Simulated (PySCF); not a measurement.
# Polarisability and C₆ of Bi⁺ (bismuth, charge +1)

[Xe] 4f14 5d10 6s2 6p2, high-spin 3P determinant. All numbers are calculated (PySCF 2.14, scalar relativity through the core potential, in aug-cc-pwCVTZ-PP with ECP60MDF (8s7p6d4f1g, 96 functions)). Coupled (time-dependent) response in atomic units; α is the mean over directions.

```csv
method,mean α (bohr³),"α xx, yy, zz",C₆ (like pair),S(−4)
wB97X-V,27.16,"23.50, 28.99, 28.99",252.7,189.6
```

S(−4) is the Cauchy moment in α(ω) = α(0) + S(−4) ω² + …

Spin-orbit coupling is absent.

α(iu) at wB97X-V:

| u (hartree) | α(iu) (bohr³) |
| --- | --- |
| 0 | 27.16 |
| 0.0500 | 26.70 |
| 0.100 | 25.43 |
| 0.200 | 21.60 |
| 0.300 | 17.64 |
| 0.500 | 11.85 |
| 0.750 | 7.894 |
| 1.00 | 5.767 |
| 1.50 | 3.628 |
| 2.00 | 2.561 |
| 3.00 | 1.496 |
| 5.00 | 0.6874 |

For an ion, C₆ is the dispersion term alone; charge-induced terms of lower order in 1/R come first.

The components differ because the open shell of this determinant is not spherical; for a pure term their mean is the scalar polarisability.

Energies and moments cover only the electrons outside the core potential. Spin-orbit coupling is strong in this species (close to jj coupling), so the high-spin LS determinant is a model state, not a physical level.
